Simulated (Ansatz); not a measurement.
`[OH][W]([OH])([OH])([OH])=[S]` at its PBE0-D4/def2-TZVP geometry, where that method's forces vanish. Charge 0, multiplicity 1. W takes the def2 core potential.

```
atom   x (Å)   y (Å)   z (Å)
  O1  -1.598   0.267   1.028
  W2   0.093  -0.140   0.311
  O3   1.185  -0.432  -1.242
  O4  -0.516  -1.863  -0.186
  O5   0.297   1.669  -0.308
  S6   1.321  -0.320   2.032
  H7  -2.406   0.398   0.526
  H8   1.644   0.355  -1.548
  H9  -0.120  -2.280  -0.957
 H10   0.099   2.347   0.345
```

(1) For each bond, give half the difference of the two atoms' forces along it (eV/Å; positive pushes the atoms apart) under PBE-D4, r2SCAN-D4, B3LYP-D4, ωB97M-V in def2-TZVPP. (Estimate.)

## Answers

(1) Ansatz gave: 
```tsv
bond	length (Å)	PBE-D4	r2SCAN-D4	B3LYP-D4	ωB97M-V
O1–W2	1.882	0.15	0.12	0.19	0.06
O1–H7	0.961	0.28	-0.03	-0.10	-0.06
W2–O3	1.920	0.17	0.08	0.17	0.06
W2–O4	1.894	0.20	0.13	0.17	0.05
W2–O5	1.923	0.13	0.06	0.17	0.08
W2–S6	2.122	0.46	0.26	0.24	-0.34
O3–H8	0.962	0.34	0.00	-0.08	-0.05
O4–H9	0.961	0.29	-0.03	-0.08	-0.04
O5–H10	0.962	0.35	0.02	-0.07	-0.04
```

B3LYP here is the variant with VWN-RPA as its local correlation; programs differ in this.
